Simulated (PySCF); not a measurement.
# Correlation energy of Pt²⁺ (platinum, charge +2)

[Xe] 4f14 5d7 6s1, high-spin 5F determinant (an excited configuration). Calculation: PySCF 2.14, in aug-cc-pwCVTZ-PP with ECP60MDF (8s8p7d4f3g, 122 functions); scalar relativity through the core potential. Frozen: 5s2 5p6; 8 electrons correlated.

MP2 pair energies summed by pair of shells (mhartree):

| pair | energy | share (%) |
| --- | --- | --- |
| 5d-5d | -152.61 | 78.8 |
| 5d-6s | -41.15 | 21.2 |

Total MP2 correlation energy: -193.75 mhartree.

Same-spin part -86.41 and opposite-spin part -107.34 mhartree; SCS-MP2 scales them by 1/3 and 6/5 to -157.61 mhartree.
